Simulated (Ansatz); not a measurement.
# Abstraction of Cl: SnH2Cl2 + BCl2 → SnH2Cl + BCl3

Species: SnH2Cl2 `[Cl][SnH2][Cl]`, singlet; BCl2 `Cl[B]Cl`, doublet; SnH2Cl `[Cl][SnH2]`, doublet; BCl3 (boron trichloride) `ClB(Cl)Cl`, singlet. A radical takes Cl: the energy is the difference in strength between the Sn–Cl bond broken and the B–Cl bond made.

Shapes, held fixed at every level: PBE0-D4/def2-TZVP. Programs: Ansatz 0.2.0. The zero-point and thermal change to 298 K, harmonic and unscaled (PBE0-D4/def2-TZVP), is -0.3 kJ/mol.

**Question.** Estimate ΔH(298 K) of this reaction.

**Answer.** The highest level, CCSD(T)/def2-TZVPP, gives ΔH(298 K) = -112.4 kJ/mol; the levels span -129.1 to -101.9. The column of differences is taken from that level and isn't an error. No measured value is set beside it here. Open shells run unrestricted. For atoms past krypton def2 sets carry core potentials with scalar relativity. Outer-core shells of Sn are correlated in most correlated rows, in sets that cover them unevenly. Times are processor times on shared x86 and Arm servers, and rough.

```json
{"level": "HF/def2-SVP", "kind": "Hartree–Fock", "ΔH(298 K) (kJ/mol)": "-101.9", "less CCSD(T)/def2-TZVPP": "+10.5", "CPU time (sum over the molecules)": "–"}
{"level": "PBE-D4/def2-TZVPP", "kind": "GGA", "ΔH(298 K) (kJ/mol)": "-119.3", "less CCSD(T)/def2-TZVPP": "-6.9", "CPU time (sum over the molecules)": "10 s"}
{"level": "PBE0-D4/def2-TZVPP", "kind": "global hybrid", "ΔH(298 K) (kJ/mol)": "-114.5", "less CCSD(T)/def2-TZVPP": "-2.1", "CPU time (sum over the molecules)": "13 s"}
{"level": "r2SCAN0-D4/def2-TZVPP", "kind": "global hybrid", "ΔH(298 K) (kJ/mol)": "-108.1", "less CCSD(T)/def2-TZVPP": "+4.3", "CPU time (sum over the molecules)": "25 s"}
{"level": "wB97X-V/def2-TZVPP", "kind": "range-separated hybrid", "ΔH(298 K) (kJ/mol)": "-111.1", "less CCSD(T)/def2-TZVPP": "+1.3", "CPU time (sum over the molecules)": "34 s"}
{"level": "B2PLYP/def2-TZVPP", "kind": "double hybrid", "ΔH(298 K) (kJ/mol)": "-113.8", "less CCSD(T)/def2-TZVPP": "-1.4", "CPU time (sum over the molecules)": "21 s"}
{"level": "CCSD(T)/def2-SVP", "kind": "coupled cluster or CI", "ΔH(298 K) (kJ/mol)": "-129.1", "less CCSD(T)/def2-TZVPP": "-16.7", "CPU time (sum over the molecules)": "7.7 s"}
{"level": "CCSD(T)/def2-TZVPP", "kind": "coupled cluster or CI", "ΔH(298 K) (kJ/mol)": "-112.4", "less CCSD(T)/def2-TZVPP": "0.0", "CPU time (sum over the molecules)": "55 s"}
```
